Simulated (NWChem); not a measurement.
System: CH$_{5}$GaS; SMILES [S]([GaH2])C

Here is an NWChem input.

```
start job
memory heap 200 mb stack 900 mb global 1100 mb
geometry units angstroms
  Ga     0.056443     0.108963     0.922312
  H     -0.809092     0.627525     2.125038
  H      1.514689    -0.432729     1.217994
  S     -0.606007     0.071749    -1.195193
  C      0.925229    -0.643932    -1.922770
  H      1.318085     0.069629    -2.647154
  H      0.660558    -1.565785    -2.421075
  H      1.668965    -0.835080    -1.142164
end
basis spherical
  * library def2-svp
end
dft
  xc xpbe96 cpbe96
  disp vdw 4
  iterations 150
end
driver
  maxiter 120
end
task dft optimize
task dft freq
```

Excerpt of the output:

```
             Northwest Computational Chemistry Package (NWChem) 7.3.0
             --------------------------------------------------------

 C1  symmetry detected

                             Geometry "geometry" -> ""
                             -------------------------

 Output coordinates in angstroms (scale by  1.889725989 to convert to a.u.)

  No.       Tag          Charge          X              Y              Z
 ---- ---------------- ---------- -------------- -------------- --------------
    1 Ga                  31.0000     0.04933629    -1.01538334    -0.00003607
    2 H                    1.0000    -0.85068215    -2.30168490     0.00148250
    3 H                    1.0000     1.62278096    -1.19317362    -0.00142464
    4 S                   16.0000    -0.71430127     1.06810172    -0.00018350
    5 C                    6.0000     0.91181942     1.92948575    -0.00075189
    6 H                    1.0000     0.96475166     2.54750699     0.89562149
    7 H                    1.0000     0.96006012     2.55416460    -0.88144522
    8 H                    1.0000     1.73156832     1.20352838    -0.00566856

 Effective nuclear repulsion energy (a.u.)     241.2652523112

                                Z-matrix (autoz)
                                --------

 Units are Angstrom for bonds and degrees for angles

      Type          Name      I     J     K     L     M      Value
      ----------- --------  ----- ----- ----- ----- ----- ----------
    1 Stretch                  1     2                       1.56991
    2 Stretch                  1     3                       1.58346
    3 Stretch                  1     4                       2.21902
    4 Stretch                  4     5                       1.84018
    5 Stretch                  5     6                       1.09006
    6 Stretch                  5     7                       1.08082
    7 Stretch                  5     8                       1.09500
    8 Bend                     1     4     5                97.78208
    9 Bend                     2     1     3               118.53356
   10 Bend                     2     1     4               124.89084
   11 Bend                     3     1     4               116.57560
   12 Bend                     4     5     6               107.94170
   13 Bend                     4     5     7               108.07363
   14 Bend                     4     5     8               110.56131
   15 Bend                     6     5     7               109.88912
   16 Bend                     6     5     8               110.07312
   17 Bend                     7     5     8               110.24927
   18 Torsion                  1     4     5     6        -120.17905
   19 Torsion                  1     4     5     7         121.01676
   20 Torsion                  1     4     5     8           0.26955
   21 Torsion                  2     1     4     5         179.95243
   22 Torsion                  3     1     4     5          -0.04074

  pbe96 is a nonlocal functional; adding pw91lda local functional.

                           NWChem Geometry Optimization
                           ----------------------------

 maximum gradient threshold         (gmax) =   0.000450
 rms gradient threshold             (grms) =   0.000300
 maximum cartesian step threshold   (xmax) =   0.001800
 rms cartesian step threshold       (xrms) =   0.001200
 fixed trust radius                (trust) =   0.300000
 source of zmatrix                         =   autoz

          -------------------
          Energy Minimization
          -------------------

 Using diagonal initial Hessian
 Scaling for Hessian diagonals: bonds = 1.00  angles = 0.25  torsions = 0.10

          --------
          Step   0

                                 NWChem DFT Module
                                 -----------------

[...]

      ----------------------
      Optimization converged
      ----------------------

  Step       Energy      Delta E   Gmax     Grms     Xrms     Xmax
  ---- ---------------- -------- -------- -------- -------- --------
@    8   -2363.24843786 -6.4D-08  0.00002  0.00001  0.00007  0.00014
                                     ok       ok       ok       ok

                                Z-matrix (autoz)
                                --------

 Units are Angstrom for bonds and degrees for angles

      Type          Name      I     J     K     L     M      Value     Gradient
      ----------- --------  ----- ----- ----- ----- ----- ---------- ----------
    1 Stretch                  1     2                       1.57195   -0.00001
    2 Stretch                  1     3                       1.57783   -0.00002
    3 Stretch                  1     4                       2.20623    0.00001
    4 Stretch                  4     5                       1.84029   -0.00000
    5 Stretch                  5     6                       1.10679   -0.00002
    6 Stretch                  5     7                       1.10678   -0.00002
    7 Stretch                  5     8                       1.10678   -0.00002
    8 Bend                     1     4     5               103.26184    0.00001
    9 Bend                     2     1     3               128.13394    0.00001
   10 Bend                     2     1     4               115.58828    0.00000
   11 Bend                     3     1     4               116.27778   -0.00001
   12 Bend                     4     5     6               108.87552   -0.00000
   13 Bend                     4     5     7               108.84771   -0.00000
   14 Bend                     4     5     8               111.72789   -0.00000
   15 Bend                     6     5     7               108.99382    0.00000
   16 Bend                     6     5     8               109.17820    0.00000
   17 Bend                     7     5     8               109.17618    0.00000
   18 Torsion                  1     4     5     6        -120.34013    0.00000
   19 Torsion                  1     4     5     7         120.96395    0.00000
   20 Torsion                  1     4     5     8           0.32243    0.00000
   21 Torsion                  2     1     4     5         179.96639    0.00000
   22 Torsion                  3     1     4     5          -0.04871   -0.00000

                         Geometry "geometry" -> "geometry"
                         ---------------------------------

 Output coordinates in angstroms (scale by  1.889725989 to convert to a.u.)

[...]

 Rotational Constants
 --------------------
 A=   0.495192 cm-1  (  0.712455 K)
 B=   0.092557 cm-1  (  0.133166 K)
 C=   0.079180 cm-1  (  0.113920 K)

 Temperature                      =   298.15K
 frequency scaling parameter      =   1.0000

 Zero-Point correction to Energy  =   31.825 kcal/mol  (  0.050717 au)
 Thermal correction to Energy     =   35.458 kcal/mol  (  0.056506 au)
 Thermal correction to Enthalpy   =   36.050 kcal/mol  (  0.057450 au)

 Total Entropy                    =   76.961 cal/mol-K
   - Translational                =   40.192 cal/mol-K (mol. weight = 117.9369)
   - Rotational                   =   25.589 cal/mol-K (symmetry #  =        1)
   - Vibrational                  =   11.180 cal/mol-K

 Cv (constant volume heat capacity) =   18.489 cal/mol-K
   - Translational                  =    2.979 cal/mol-K
   - Rotational                     =    2.979 cal/mol-K
   - Vibrational                    =   12.530 cal/mol-K

[normal modes left out]

 ----------------------------------------------------------------------------
 Normal Eigenvalue ||           Projected Infra Red Intensities
  Mode   [cm**-1]  || [atomic units] [(debye/angs)**2] [(KM/mol)] [arbitrary]
 ------ ---------- || -------------- ----------------- ---------- -----------
    1       -0.000 ||    0.001558           0.036         1.518       0.613
    2       -0.000 ||    0.000183           0.004         0.178       0.072
    3       -0.000 ||    0.000760           0.018         0.741       0.299
    4       -0.000 ||    0.000000           0.000         0.000       0.000
    5        0.000 ||    0.000014           0.000         0.014       0.006
    6        0.000 ||    0.000213           0.005         0.208       0.084
    7       77.765 ||    0.000353           0.008         0.344       0.139
    8      177.041 ||    0.000644           0.015         0.628       0.254
    9      262.548 ||    0.000348           0.008         0.339       0.137
   10      392.870 ||    0.033047           0.762        32.215      13.014
   11      462.966 ||    0.032750           0.756        31.927      12.898
   12      551.972 ||    0.055747           1.286        54.345      21.954
   13      679.375 ||    0.092620           2.137        90.291      36.476
   14      703.296 ||    0.051808           1.195        50.505      20.403
   15      929.078 ||    0.006261           0.144         6.104       2.466
   16      936.770 ||    0.005948           0.137         5.799       2.343
   17     1281.706 ||    0.013502           0.311        13.162       5.317
   18     1396.366 ||    0.005229           0.121         5.097       2.059
   19     1405.813 ||    0.007907           0.182         7.708       3.114
   20     1903.727 ||    0.095300           2.199        92.903      37.531
   21     1942.011 ||    0.180894           4.173       176.344      71.239
   22     2982.564 ||    0.020394           0.470        19.881       8.031
   23     3092.472 ||    0.002568           0.059         2.503       1.011
   24     3094.420 ||    0.001371           0.032         1.336       0.540
 ----------------------------------------------------------------------------
```

Level: PBE-D3(BJ)/def2-SVP.
